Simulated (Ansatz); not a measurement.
Ansatz (a quantum-chemistry and plane-wave program) input (B3LYP-D3(BJ)/def2-TZVP):

Ansatz 0.2 input:
```yaml
crystal:
  periodic: [false, false, false]
  atoms:
    - {symbol: C, position_ang: [-1.86884430, 0.03601562, 0.33033125]}
    - {symbol: C, position_ang: [-0.69569874, 0.36985567, -0.58504411]}
    - {symbol: C, position_ang: [0.70566719, -0.06624975, -0.03822187]}
    - {symbol: O, position_ang: [0.78982730, -0.22184777, 1.20217390]}
    - {symbol: O, position_ang: [1.59819167, -0.18371631, -0.90784672]}
    - {symbol: H, position_ang: [-1.67177969, 0.41628899, 1.33309649]}
    - {symbol: H, position_ang: [-1.99435528, -1.04646443, 0.42292076]}
    - {symbol: H, position_ang: [-2.81461701, 0.45552195, -0.03589012]}
    - {symbol: H, position_ang: [-0.82552816, -0.07338051, -1.57635167]}
    - {symbol: H, position_ang: [-0.64461641, 1.45481739, -0.74078449]}
basis:
  gaussian:
    orbitals: def2-TZVP
hamiltonian:
  xc: b3lyp
  dispersion: d3bj
total_charge: -1
phonons: {temperatures: {t_min: 298.15, t_max: 298.15, t_step: 100}}
```

Output:

```
Functional definition: B3LYP
integrals: 0.08 GiB planned
1062 factors; their error is unknown
mean field: 0.86 GiB planned
mean field evaluation 1: about -7285.3421 eV, gradient 5.6e1 eV
mean field evaluation 2: about -7279.1939 eV, gradient 8.1e1 eV
mean field evaluation 4: about -7291.2953 eV, gradient 3.7e0 eV
mean field evaluation 8: about -7291.3256 eV, gradient 4.1e-2 eV
mean field evaluation 16: about -7291.3193 eV, gradient 5.0e-4 eV
mean field -7291.31930416 eV, -267.9510421941 hartree, gradient 8.5e-6 eV, S^2 0.000000; 0 other end points of the search recorded, 0 dependent functions left out
the calculation of the forces begins
reference -7291.31955587 eV, -267.9510514442 hartree; 20, 20 occupied and 165, 165 virtual orbitals, 1062 factors
these checks for a lower state are left out or cut short: stability, starts, cluster_reference, orbital_swaps, neighbouring_geometries, increment
integrals: 0.08 GiB planned
1062 factors; their error is unknown
mean field: 0.86 GiB planned
mean field -7291.31911619 eV, -267.9510352863 hartree, gradient 2.5e-6 eV, S^2 0.000000; 0 other end points of the search recorded, 0 dependent functions left out
the calculation of the forces begins
reference -7291.31936784 eV, -267.9510445345 hartree; 20, 20 occupied and 165, 165 virtual orbitals, 1062 factors
these checks for a lower state are left out or cut short: stability, starts, cluster_reference, orbital_swaps, neighbouring_geometries, increment
integrals: 0.08 GiB planned
1062 factors; their error is unknown
mean field: 0.86 GiB planned
mean field evaluation 32: about -7291.3192 eV, gradient 7.5e-3 eV
mean field -7291.31919470 eV, -267.9510381714 hartree, gradient 2.5e-6 eV, S^2 0.000000; 0 other end points of the search recorded, 0 dependent functions left out
the calculation of the forces begins
reference -7291.31944645 eV, -267.9510474233 hartree; 20, 20 occupied and 165, 165 virtual orbitals, 1062 factors
these checks for a lower state are left out or cut short: stability, starts, cluster_reference, orbital_swaps, neighbouring_geometries, increment
integrals: 0.08 GiB planned
1062 factors; their error is unknown
mean field: 0.86 GiB planned
mean field -7291.31913958 eV, -267.9510361458 hartree, gradient 2.5e-6 eV, S^2 0.000000; 0 other end points of the search recorded, 0 dependent functions left out
the calculation of the forces begins
reference -7291.31939135 eV, -267.9510453982 hartree; 20, 20 occupied and 165, 165 virtual orbitals, 1062 factors
these checks for a lower state are left out or cut short: stability, starts, cluster_reference, orbital_swaps, neighbouring_geometries, increment
integrals: 0.08 GiB planned
1062 factors; their error is unknown
mean field: 0.86 GiB planned
mean field -7291.31913739 eV, -267.9510360656 hartree, gradient 2.5e-6 eV, S^2 0.000000; 0 other end points of the search recorded, 0 dependent functions left out
the calculation of the forces begins
reference -7291.31938904 eV, -267.9510453133 hartree; 20, 20 occupied and 165, 165 virtual orbitals, 1062 factors
these checks for a lower state are left out or cut short: stability, starts, cluster_reference, orbital_swaps, neighbouring_geometries, increment
integrals: 0.08 GiB planned
1062 factors; their error is unknown
mean field: 0.86 GiB planned
mean field -7291.31915212 eV, -267.9510366070 hartree, gradient 2.5e-6 eV, S^2 0.000000; 0 other end points of the search recorded, 0 dependent functions left out
the calculation of the forces begins
reference -7291.31940380 eV, -267.9510458557 hartree; 20, 20 occupied and 165, 165 virtual orbitals, 1062 factors
these checks for a lower state are left out or cut short: stability, starts, cluster_reference, orbital_swaps, neighbouring_geometries, increment
integrals: 0.08 GiB planned
[...]
integrals: 0.08 GiB planned
1062 factors; their error is unknown
mean field: 0.86 GiB planned
mean field -7291.31928220 eV, -267.9510413873 hartree, gradient 2.5e-6 eV, S^2 0.000000; 0 other end points of the search recorded, 0 dependent functions left out
the calculation of the forces begins
reference -7291.31953391 eV, -267.9510506373 hartree; 20, 20 occupied and 165, 165 virtual orbitals, 1062 factors
these checks for a lower state are left out or cut short: stability, starts, cluster_reference, orbital_swaps, neighbouring_geometries, increment
integrals: 0.08 GiB planned
1062 factors; their error is unknown
mean field: 0.86 GiB planned
mean field evaluation 352: about -7291.3189 eV, gradient 5.0e-1 eV
mean field -7291.31927802 eV, -267.9510412335 hartree, gradient 2.5e-6 eV, S^2 0.000000; 0 other end points of the search recorded, 0 dependent functions left out
the calculation of the forces begins
reference -7291.31952973 eV, -267.9510504836 hartree; 20, 20 occupied and 165, 165 virtual orbitals, 1062 factors
these checks for a lower state are left out or cut short: stability, starts, cluster_reference, orbital_swaps, neighbouring_geometries, increment
integrals: 0.08 GiB planned
1062 factors; their error is unknown
mean field: 0.86 GiB planned
mean field -7291.31928371 eV, -267.9510414426 hartree, gradient 2.5e-6 eV, S^2 0.000000; 0 other end points of the search recorded, 0 dependent functions left out
the calculation of the forces begins
reference -7291.31953541 eV, -267.9510506925 hartree; 20, 20 occupied and 165, 165 virtual orbitals, 1062 factors
these checks for a lower state are left out or cut short: stability, starts, cluster_reference, orbital_swaps, neighbouring_geometries, increment
integrals: 0.08 GiB planned
1062 factors; their error is unknown
mean field: 0.86 GiB planned
mean field -7291.31929225 eV, -267.9510417564 hartree, gradient 2.5e-6 eV, S^2 0.000000; 0 other end points of the search recorded, 0 dependent functions left out
the calculation of the forces begins
reference -7291.31954396 eV, -267.9510510066 hartree; 20, 20 occupied and 165, 165 virtual orbitals, 1062 factors
these checks for a lower state are left out or cut short: stability, starts, cluster_reference, orbital_swaps, neighbouring_geometries, increment
integrals: 0.08 GiB planned
1062 factors; their error is unknown
mean field: 0.86 GiB planned
mean field -7291.31927632 eV, -267.9510411711 hartree, gradient 2.5e-6 eV, S^2 0.000000; 0 other end points of the search recorded, 0 dependent functions left out
the calculation of the forces begins
reference -7291.31952805 eV, -267.9510504219 hartree; 20, 20 occupied and 165, 165 virtual orbitals, 1062 factors
these checks for a lower state are left out or cut short: stability, starts, cluster_reference, orbital_swaps, neighbouring_geometries, increment
integrals: 0.08 GiB planned
1062 factors; their error is unknown
mean field: 0.86 GiB planned
mean field evaluation 384: about -7291.3193 eV, gradient 2.5e-6 eV
mean field -7291.31927383 eV, -267.9510410795 hartree, gradient 2.5e-6 eV, S^2 0.000000; 0 other end points of the search recorded, 0 dependent functions left out
the calculation of the forces begins
reference -7291.31952552 eV, -267.9510503289 hartree; 20, 20 occupied and 165, 165 virtual orbitals, 1062 factors
these checks for a lower state are left out or cut short: stability, starts, cluster_reference, orbital_swaps, neighbouring_geometries, increment
integrals: 0.08 GiB planned
1062 factors; their error is unknown
mean field: 0.86 GiB planned
mean field -7291.31919850 eV, -267.9510383112 hartree, gradient 2.5e-6 eV, S^2 0.000000; 0 other end points of the search recorded, 0 dependent functions left out
the calculation of the forces begins
reference -7291.31945019 eV, -267.9510475608 hartree; 20, 20 occupied and 165, 165 virtual orbitals, 1062 factors
these checks for a lower state are left out or cut short: stability, starts, cluster_reference, orbital_swaps, neighbouring_geometries, increment
integrals: 0.08 GiB planned
1062 factors; their error is unknown
mean field: 0.86 GiB planned
mean field -7291.31924284 eV, -267.9510399407 hartree, gradient 2.5e-6 eV, S^2 0.000000; 0 other end points of the search recorded, 0 dependent functions left out
the calculation of the forces begins
reference -7291.31949456 eV, -267.9510491913 hartree; 20, 20 occupied and 165, 165 virtual orbitals, 1062 factors
these checks for a lower state are left out or cut short: stability, starts, cluster_reference, orbital_swaps, neighbouring_geometries, increment
integrals: 0.08 GiB planned
1062 factors; their error is unknown
mean field: 0.86 GiB planned
mean field -7291.31928460 eV, -267.9510414752 hartree, gradient 2.5e-6 eV, S^2 0.000000; 0 other end points of the search recorded, 0 dependent functions left out
the calculation of the forces begins
reference -7291.31953630 eV, -267.9510507251 hartree; 20, 20 occupied and 165, 165 virtual orbitals, 1062 factors
these checks for a lower state are left out or cut short: stability, starts, cluster_reference, orbital_swaps, neighbouring_geometries, increment
integrals: 0.08 GiB planned
1062 factors; their error is unknown
mean field: 0.86 GiB planned
mean field -7291.31929377 eV, -267.9510418122 hartree, gradient 2.5e-6 eV, S^2 0.000000; 0 other end points of the search recorded, 0 dependent functions left out
the calculation of the forces begins
reference -7291.31954548 eV, -267.9510510626 hartree; 20, 20 occupied and 165, 165 virtual orbitals, 1062 factors
these checks for a lower state are left out or cut short: stability, starts, cluster_reference, orbital_swaps, neighbouring_geometries, increment
integrals: 0.08 GiB planned
1062 factors; their error is unknown
mean field: 0.86 GiB planned
mean field evaluation 416: about -7291.3192 eV, gradient 2.7e-4 eV
mean field -7291.31922942 eV, -267.9510394476 hartree, gradient 2.5e-6 eV, S^2 0.000000; 0 other end points of the search recorded, 0 dependent functions left out
the calculation of the forces begins
reference -7291.31948115 eV, -267.9510486983 hartree; 20, 20 occupied and 165, 165 virtual orbitals, 1062 factors
these checks for a lower state are left out or cut short: stability, starts, cluster_reference, orbital_swaps, neighbouring_geometries, increment
integrals: 0.08 GiB planned
1062 factors; their error is unknown
mean field: 0.86 GiB planned
mean field -7291.31918860 eV, -267.9510379473 hartree, gradient 2.5e-6 eV, S^2 0.000000; 0 other end points of the search recorded, 0 dependent functions left out
the calculation of the forces begins
reference -7291.31944029 eV, -267.9510471968 hartree; 20, 20 occupied and 165, 165 virtual orbitals, 1062 factors
these checks for a lower state are left out or cut short: stability, starts, cluster_reference, orbital_swaps, neighbouring_geometries, increment
integrals: 0.08 GiB planned
1062 factors; their error is unknown
mean field: 0.86 GiB planned
mean field -7291.31927497 eV, -267.9510411213 hartree, gradient 2.5e-6 eV, S^2 0.000000; 0 other end points of the search recorded, 0 dependent functions left out
the calculation of the forces begins
reference -7291.31952666 eV, -267.9510503708 hartree; 20, 20 occupied and 165, 165 virtual orbitals, 1062 factors
these checks for a lower state are left out or cut short: stability, starts, cluster_reference, orbital_swaps, neighbouring_geometries, increment
integrals: 0.08 GiB planned
1062 factors; their error is unknown
mean field: 0.86 GiB planned
mean field -7291.31930232 eV, -267.9510421265 hartree, gradient 2.5e-6 eV, S^2 0.000000; 0 other end points of the search recorded, 0 dependent functions left out
the calculation of the forces begins
reference -7291.31955405 eV, -267.9510513773 hartree; 20, 20 occupied and 165, 165 virtual orbitals, 1062 factors
Total energy: -7291.61590892 eV, -267.9619422180 hartree
Atom 0 at    -1.868844     0.036016     0.330331 Å, force     0.000573     0.000025    -0.000373 eV/Å
Atom 1 at    -0.695699     0.369856    -0.585044 Å, force    -0.000030     0.000518    -0.001733 eV/Å
Atom 2 at     0.705667    -0.066250    -0.038222 Å, force     0.000072    -0.000699     0.000829 eV/Å
Atom 3 at     0.789827    -0.221848     1.202174 Å, force     0.000102     0.000231     0.000171 eV/Å
Atom 4 at     1.598192    -0.183716    -0.907847 Å, force    -0.000194     0.000151    -0.000608 eV/Å
Atom 5 at    -1.671780     0.416289     1.333096 Å, force    -0.000155     0.000156     0.000968 eV/Å
Atom 6 at    -1.994355    -1.046464     0.422921 Å, force    -0.000133    -0.000626     0.000122 eV/Å
Atom 7 at    -2.814617     0.455522    -0.035890 Å, force    -0.000298     0.000245    -0.000381 eV/Å
Atom 8 at    -0.825528    -0.073381    -1.576352 Å, force     0.000186     0.000338     0.000918 eV/Å
Atom 9 at    -0.644616     1.454817    -0.740784 Å, force    -0.000124    -0.000337     0.000087 eV/Å
Dipole moment:    -1.037578     0.204675    -0.152251 e Å
Vibrations: 35.38 192.17 268.43 472.53 574.96 656.93 815.39 837.64 988.15 1077.70 1082.48 1266.42 1291.80 1349.40 1392.00 1464.54 1477.89 1497.26 1671.02 2979.43 2995.34 3036.29 3048.35 3095.94 cm⁻¹, zero-point energy 2.080917 eV
```

It need not be the lowest isomer of its formula. Whether it binds its extra electron was not tested at this geometry.
